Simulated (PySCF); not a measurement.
Stretching SiBi

Set-up: basis Si def2-TZVPP, Bi def2-TZVPP with ECP60; scalar-relativistic core potentials; PySCF 2.14. Energies in eV from Si + Bi in their ground configurations at the same level. State: ²Π (doublet), unpaired electrons π ↑.

| R (Å) | UHF | B97-3 |
| --- | --- | --- |
| 2.110 | 0.9282 | -1.478 |
| 2.208 | 0.2306 | -2.176 |
| 2.306 | -0.1035 | -2.566 |
| 2.379 | -0.2166 | -2.709 |
| 2.453 | -0.2280 | -2.755 |
| 2.527 | -0.1625 | -2.726 |
| 2.625 | 0.0114 | -2.603 |
| 2.747 | 0.3197 | -2.373 |
| 2.894 | 0.7610 | -2.066 |
| 3.091 | 1.3560 | -1.656 |

Q: Put a parabola through the three lowest points of the B97-3 curve and estimate Re, k and ωe (reduced mass 24.67 u; 1 eV/Å² = 0.16022 mdyn/Å; ωe = 1302.8·√(k/μ) cm⁻¹).

A: Through R = 2.379, 2.453, 2.527 Å the second-order coefficient is 6.85 eV/Å², so Re ≈ 2.461 Å, k ≈ 2.19 mdyn/Å and ωe ≈ 389 cm⁻¹. A polynomial fit of higher order to the unrounded B97-3 energies gives Re = 2.458 Å, k = 2.18 mdyn/Å, ωe = 387 cm⁻¹; anharmonicity and rounding make the difference.

The higher-order fit for each curve: B97-3: Re = 2.458 Å, ωe = 387 cm⁻¹, De = 2.76 eV. UHF gave no clean fit.

⟨S²⟩ of the unrestricted solution departs from its pure value on part of the curve, where spin states mix. These are scalar-relativistic numbers at best; spin–orbit coupling would shift them, the dissociation energy most. The state is the lowest determinant that a PBE0 search found; another state may lie lower at other levels.
